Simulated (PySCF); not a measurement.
Ga(F)(Cl)(Et) (C2H5ClFGa), SMILES C[CH2][Ga]([F])[Cl].

Geometry: B3LYP-D3(BJ)/def2-SVP. The structure was generated by enumeration; whether it is a known compound was not checked. One conformer was computed; it need not be the lowest.

Calculation: C-PCM-B3LYP/def2-SVP (PySCF).

The values are the electrostatic part of the solvation free energy, E(continuum) − E(gas) at the gas-phase geometry, in a cavity of scaled van der Waals radii (PySCF's table); cavitation and dispersion terms are not included. A continuum can't describe solvent molecules that bind to the metal. In vacuum the orbital gap is 7.15 eV. The dipole moment in vacuum is 3.24 D.

Computed values in water (ε = 78.36), methanol (ε = 32.61), N,N-dimethylformamide (ε = 37.22):
```json
[
 {"solvent": "water", "ε": "78.36", "ΔG(elec) (kcal/mol)": "-6.7", "dipole (D)": "3.94", "gap (eV)": "7.31"},
 {"solvent": "methanol", "ε": "32.61", "ΔG(elec) (kcal/mol)": "-6.6", "dipole (D)": "3.92", "gap (eV)": "7.31"},
 {"solvent": "N,N-dimethylformamide", "ε": "37.22", "ΔG(elec) (kcal/mol)": "-6.6", "dipole (D)": "3.92", "gap (eV)": "7.31"}
]
```
